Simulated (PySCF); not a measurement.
Input for PySCF: R-B3LYP/3-21G on C2H9BO (a complex), monomers drawn apart or pushed together.

```python
from pyscf import gto, scf, dft, mp
from pyscf.data.elements import chemcore

mol = gto.M(
    atom='''
    B     0.14918511    0.22652032    1.09459427
    H     1.28059298    0.51303444    0.80575931
    H    -0.68599582    1.01994754    0.75031255
    H    -0.14383264   -0.93132885    0.90094488
    C    -1.17642085    0.15424299    3.57153313
    O     0.12546736    0.34213310    2.99246601
    C     1.14013998   -0.44572573    3.63686343
    H    -1.12283969    0.38613866    4.63485797
    H    -1.50529201   -0.87513377    3.41520463
    H    -1.84378465    0.83992407    3.06080579
    H     1.15071845   -0.20135553    4.69868829
    H     2.08202912   -0.17793193    3.17049902
    H     0.93538229   -1.50747452    3.48528368
    ''',
    basis='3-21g',
    charge=0, spin=0, verbose=3, max_memory=1800)
mf = dft.RKS(mol, xc='b3lyp')
mf.conv_tol = 1e-8
mf.max_cycle = 100
mf.kernel()
if not mf.converged:
    mf = mf.newton().run(mf.mo_coeff, mf.mo_occ)
```

Output:

```
converged SCF energy = -180.68064939657
```

Self-consistency was reached.

Cost: around 5 core-seconds (rough).
